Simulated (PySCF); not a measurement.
**Continuum solvent and chemical shifts**

Molfile (atoms numbered from 1):
```
C4H8OSi2
     RDKit          3D

 15 14  0  0  0  0  0  0  0  0999 V2000
   -2.1856   -0.7639    0.8466 C   0  0  0  0  0  0  0  0  0  0  0  0
   -2.2941    0.6985    0.5254 C   0  0  0  0  0  0  0  0  0  0  0  0
   -3.3032    1.3409    0.7047 O   0  0  0  0  0  0  0  0  0  0  0  0
   -0.7941    1.6678   -0.2406 Si  0  0  0  0  0  4  0  0  0  0  0  0
    0.7468    0.6725   -0.1739 C   0  0  0  0  0  0  0  0  0  0  0  0
    1.7449   -0.0345   -0.0989 C   0  0  0  0  0  0  0  0  0  0  0  0
    3.2560   -1.0698    0.0362 Si  0  0  0  0  0  4  0  0  0  0  0  0
   -1.8827   -1.3239   -0.0534 H   0  0  0  0  0  0  0  0  0  0  0  0
   -3.1438   -1.1415    1.2299 H   0  0  0  0  0  0  0  0  0  0  0  0
   -1.3855   -0.9204    1.5891 H   0  0  0  0  0  0  0  0  0  0  0  0
   -1.1316    1.9725   -1.6606 H   0  0  0  0  0  0  0  0  0  0  0  0
   -0.6212    2.9311    0.5273 H   0  0  0  0  0  0  0  0  0  0  0  0
    2.8634   -2.5080    0.0794 H   0  0  0  0  0  0  0  0  0  0  0  0
    4.1323   -0.8241   -1.1447 H   0  0  0  0  0  0  0  0  0  0  0  0
    3.9842   -0.7126    1.2874 H   0  0  0  0  0  0  0  0  0  0  0  0
  1  2  1  0
  2  3  2  0
  2  4  1  0
  4  5  1  0
  5  6  3  0
  6  7  1  0
  1  8  1  0
  1  9  1  0
  1 10  1  0
  4 11  1  0
  4 12  1  0
  7 13  1  0
  7 14  1  0
  7 15  1  0
M  END
```

GIAO PBE0/pcSseg-1 in PySCF 2.14 on one PBE0-D3(BJ)/def2-SVP conformer, non-relativistic, equivalent nuclei averaged. Solvents enter as an IEF-PCM continuum (dichloromethane with ε = 8.9, acetone with ε = 20.5) around the gas-phase geometry. Shifts are referred to TMS computed in the same medium.

Gas phase, δ in ppm: C2 237.0, C5 117.8, C6 114.9, C1 41.2, Si4 -94.9, Si7 -96.0, H13/H14/H15 4.25, H11/H12 4.17, H8/H9/H10 2.62. Dipole moment 2.70 D.

Task: How does each δ change in the continuum?

Result: 
```json
{"atoms": "C2", "environment": "carbonyl carbon", "Δδ, dichloromethane": "+7.9", "Δδ, acetone": "+8.7"}
{"atoms": "C5", "environment": "alkyne carbon", "Δδ, dichloromethane": "+0.5", "Δδ, acetone": "+0.6"}
{"atoms": "C6", "environment": "alkyne carbon", "Δδ, dichloromethane": "+2.0", "Δδ, acetone": "+2.2"}
{"atoms": "C1", "environment": "methyl carbon α to a carbonyl", "Δδ, dichloromethane": "+1.8", "Δδ, acetone": "+2.0"}
{"atoms": "Si4", "environment": "silicon bonded to 2 C, 2 H", "Δδ, dichloromethane": "+1.1", "Δδ, acetone": "+1.3"}
{"atoms": "Si7", "environment": "silicon bonded to C, 3 H", "Δδ, dichloromethane": "0.0", "Δδ, acetone": "0.0"}
{"atoms": "H13/H14/H15", "environment": "hydrogen on a silicon bonded to C", "Δδ, dichloromethane": "+0.01", "Δδ, acetone": "+0.01"}
{"atoms": "H11/H12", "environment": "hydrogen on a silicon bonded to 2 C", "Δδ, dichloromethane": "-0.01", "Δδ, acetone": "-0.01"}
{"atoms": "H8/H9/H10", "environment": "hydrogen on a methyl carbon α to a carbonyl", "Δδ, dichloromethane": "+0.18", "Δδ, acetone": "+0.20"}
```

Changes are relative to the gas phase. The dipole moment becomes 3.38 D in dichloromethane, 3.47 D in acetone.

Task: Which nuclei move most (in ppm), and what does the model miss?

Result: C2 (carbonyl carbon, +8.7 ppm) in acetone. A continuum only polarises the solute; specific hydrogen bonds, the anisotropy of aromatic solvents and changes of geometry or conformer are outside it.
